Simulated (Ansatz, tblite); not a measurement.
Spin states of CdCl2, each relaxed with r2SCAN-D4/def2-TZVP in Ansatz. Electronic energies in the gas phase.

In the def2 sets Cd takes a core potential, while STO-3G treats all electrons; there is no spin–orbit coupling. The xTB rows come from tblite. LC-ωPBE has ω = 0.4 bohr⁻¹. HSE06 is defined as in plane-wave codes, on full-range PBE exchange. Correlated methods freeze 10 core orbitals; core or outer-core shells of Cd are correlated, in sets that lack core-valence functions. In the triplet, Cl2 and Cl3 lie 2.71 Å apart (atoms count from 1), so these atoms are partly bonded to each other. The structure comes from a short search, and lower isomers may exist.

Singlet geometry (D∞h within 0.1 Å):

```xyz
3

Cd    0.002   -0.005   -0.002
Cl   -1.687    0.143   -1.501
Cl    1.686   -0.138    1.503
```

Triplet geometry (C2v within 0.1 Å):

Cartesian coordinates in Å:
```
Cd -0.319 1.064 -0.926
Cl 1.024 0.289 1.108
Cl -0.704 -1.353 -0.182
```

Quintet geometry (D∞h within 0.1 Å):

Cartesian coordinates in Å:
```
Cd 0.000 0.000 0.000
Cl 2.799 -1.110 -0.404
Cl -2.799 1.109 0.404
```

Only these spin states were relaxed. The quintet has other bonds than the singlet, so the gap mixes isomer and spin.

(1) Estimate which spin state lies lowest at each of these levels, and by how much: GFN1-xTB; GFN2-xTB; HF/STO-3G; HF/def2-TZVP; HF/def2-TZVPP; PBE-D4/def2-TZVP; BLYP-D4/def2-TZVP; r2SCAN-D4/def2-TZVP; r2SCANh-D4/def2-TZVP; PBE0-D4/def2-TZVP; HSE06-D4/def2-TZVP; LC-ωPBE/def2-TZVP; B2PLYP/def2-TZVP; RPA@PBE/def2-TZVP; MP2/def2-TZVP; MP2/def2-TZVPP; CCSD/def2-TZVPP; CCSD(T)/def2-TZVPP.

Answers

(1) 
| level | triplet − singlet (kJ/mol) | quintet − singlet (kJ/mol) | lowest of these | remarks |
| --- | --- | --- | --- | --- |
| GFN1-xTB | 281.3 | 1219.8 | singlet | – |
| GFN2-xTB | 208.5 | 1312.3 | singlet | – |
| HF/STO-3G | 483.2 | 1251.0 | singlet | HOMO above zero (quintet) |
| HF/def2-TZVP | 285.0 | 686.6 | singlet | – |
| HF/def2-TZVPP | 287.3 | 690.6 | singlet | – |
| PBE-D4/def2-TZVP | 272.1 | 910.9 | singlet | – |
| BLYP-D4/def2-TZVP | 257.1 | 885.0 | singlet | – |
| r2SCAN-D4/def2-TZVP | 279.4 | 903.5 | singlet | – |
| r2SCANh-D4/def2-TZVP | 284.1 | 895.2 | singlet | – |
| PBE0-D4/def2-TZVP | 291.7 | 896.3 | singlet | – |
| HSE06-D4/def2-TZVP | 291.3 | 897.0 | singlet | – |
| LC-ωPBE/def2-TZVP | 326.6 | 896.7 | singlet | – |
| B2PLYP/def2-TZVP | 300.7 | 896.9 | singlet | – |
| RPA@PBE/def2-TZVP | 285.8 | 847.8 | singlet | – |
| MP2/def2-TZVP | 331.3 | 917.5 | singlet | – |
| MP2/def2-TZVPP | 327.8 | 916.6 | singlet | – |
| CCSD/def2-TZVPP | 314.7 | 865.5 | singlet | – |
| CCSD(T)/def2-TZVPP | 313.7 | 885.5 | singlet | – |

Change of the quintet − singlet gap on mixing in exact exchange, in kJ/mol: PBE to PBE0 (25 % exact exchange) -14.6; r2SCAN to r2SCANh (10 % exact exchange) -8.3. The xTB methods have no spin-polarisation term.
